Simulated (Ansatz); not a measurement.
The multiplicity is imposed and other spin states were not computed.

Method: Ansatz (a program for electronic structure) with PBE-D3(BJ)/def2-SVP. No frequencies were computed at this level.

Ansatz 0.2 input:
```yaml
crystal:
  periodic: [false, false, false]
  atoms:
    - { symbol: Zn, position_ang: [0.055165, -0.026621, -0.011288] }
    - { symbol: C, position_ang: [-1.726554, 0.83317, 0.353294] }
    - { symbol: H, position_ang: [-2.015422, 1.473648, -0.469734] }
    - { symbol: H, position_ang: [-1.682383, 1.433471, 1.252582] }
    - { symbol: H, position_ang: [-2.492719, 0.080195, 0.48388] }
    - { symbol: Cl, position_ang: [1.930686, -0.931677, -0.395064] }
basis:
  gaussian: { orbitals: def2-svp }
hamiltonian:
  xc: pbe
  dispersion: d3bj
relax:
  max_steps: 150
```

Output:

```
Functional definition: PBE
885 factors; their error is unknown
mean field evaluation 1: about -61992.6537 eV, gradient 7.3e1 eV
mean field evaluation 2: about -61966.4721 eV, gradient 1.2e2 eV
mean field evaluation 4: about -62003.7577 eV, gradient 7.6e0 eV
mean field evaluation 8: about -62003.9164 eV, gradient 1.9e-1 eV
mean field evaluation 16: about -62003.8727 eV, gradient 7.0e-5 eV
mean field -62003.87266994 eV, -2278.6002928860 hartree, gradient 7.0e-5 eV, S^2 0.000000; 0 other end points of the search recorded, 0 dependent functions left out
reference -62003.87271094 eV, -2278.6002943927 hartree; 28, 28 occupied and 50, 50 virtual orbitals, 885 factors
relax step   1: F+E_penalty+E_count = -62003.96588160 eV  Δ(F+E_penalty+E_count) = +0.000e0 eV  max|allowed force component| = 1.477e0 eV/Å  Δτ_max = 0.0000 Å  (26 SCF iters, accepted)
these checks for a lower state are left out or cut short: starts, cluster_reference, orbital_swaps, neighbouring_geometries, increment
885 factors; their error is unknown
mean field -62003.93964039 eV, -2278.6027540046 hartree, gradient 9.2e-6 eV, S^2 0.000000; 0 other end points of the search recorded, 0 dependent functions left out
reference -62003.93968117 eV, -2278.6027555033 hartree; 28, 28 occupied and 50, 50 virtual orbitals, 885 factors
relax step   2: F+E_penalty+E_count = -62004.03351137 eV  Δ(F+E_penalty+E_count) = -6.763e-2 eV  max|allowed force component| = 6.273e-1 eV/Å  Δτ_max = 0.0372 Å  (28 SCF iters, accepted)
these checks for a lower state are left out or cut short: starts, cluster_reference, orbital_swaps, neighbouring_geometries, increment
885 factors; their error is unknown
mean field evaluation 32: about -62003.9488 eV, gradient 9.1e-6 eV
mean field -62003.94878079 eV, -2278.6030899079 hartree, gradient 9.1e-6 eV, S^2 0.000000; 0 other end points of the search recorded, 0 dependent functions left out
reference -62003.94882146 eV, -2278.6030914025 hartree; 28, 28 occupied and 50, 50 virtual orbitals, 885 factors
relax step   3: F+E_penalty+E_count = -62004.04300657 eV  Δ(F+E_penalty+E_count) = -9.495e-3 eV  max|allowed force component| = 8.336e-2 eV/Å  Δτ_max = 0.0168 Å  (28 SCF iters, accepted)
these checks for a lower state are left out or cut short: starts, cluster_reference, orbital_swaps, neighbouring_geometries, increment
885 factors; their error is unknown
mean field -62003.94904008 eV, -2278.6030994369 hartree, gradient 8.9e-6 eV, S^2 0.000000; 0 other end points of the search recorded, 0 dependent functions left out
reference -62003.94908073 eV, -2278.6031009308 hartree; 28, 28 occupied and 50, 50 virtual orbitals, 885 factors
relax step   4: F+E_penalty+E_count = -62004.04314959 eV  Δ(F+E_penalty+E_count) = -1.430e-4 eV  max|allowed force component| = 5.673e-2 eV/Å  Δτ_max = 0.0079 Å  (29 SCF iters, accepted)
these checks for a lower state are left out or cut short: starts, cluster_reference, orbital_swaps, neighbouring_geometries, increment
885 factors; their error is unknown
mean field -62003.94916647 eV, -2278.6031040814 hartree, gradient 1.3e-5 eV, S^2 0.000000; 0 other end points of the search recorded, 0 dependent functions left out
reference -62003.94920714 eV, -2278.6031055760 hartree; 28, 28 occupied and 50, 50 virtual orbitals, 885 factors
relax step   5: F+E_penalty+E_count = -62004.04335779 eV  Δ(F+E_penalty+E_count) = -2.082e-4 eV  max|allowed force component| = 4.910e-3 eV/Å  Δτ_max = 0.0054 Å  (22 SCF iters, accepted)
885 factors; their error is unknown
mean field evaluation 64: about -62003.9492 eV, gradient 4.1e-4 eV
mean field -62003.94916647 eV, -2278.6031040814 hartree, gradient 1.3e-5 eV, S^2 0.000000; 1 other end points of the search recorded, 0 dependent functions left out
reference -62003.94920714 eV, -2278.6031055760 hartree; 28, 28 occupied and 50, 50 virtual orbitals, 885 factors
Total energy: -62004.04339846 eV, -2278.6065670435 hartree
Atom 0 at     0.009927    -0.004782    -0.002045 Å, force     0.004910    -0.002373    -0.001000 eV/Å
Atom 1 at    -1.698934     0.819844     0.347638 Å, force     0.000497    -0.000237    -0.000108 eV/Å
Atom 2 at    -1.995398     1.476087    -0.495137 Å, force    -0.000327    -0.000464     0.001162 eV/Å
Atom 3 at    -1.654290     1.434927     1.268775 Å, force    -0.000744    -0.000412    -0.000972 eV/Å
Atom 4 at    -2.484198     0.048964     0.481506 Å, force     0.000260     0.001265    -0.000020 eV/Å
Atom 5 at     1.891666    -0.912855    -0.387066 Å, force    -0.004597     0.002220     0.000938 eV/Å
Dipole moment:    -0.446242     0.215345     0.091303 e Å
```

Cost: around 10 core-seconds (rough).
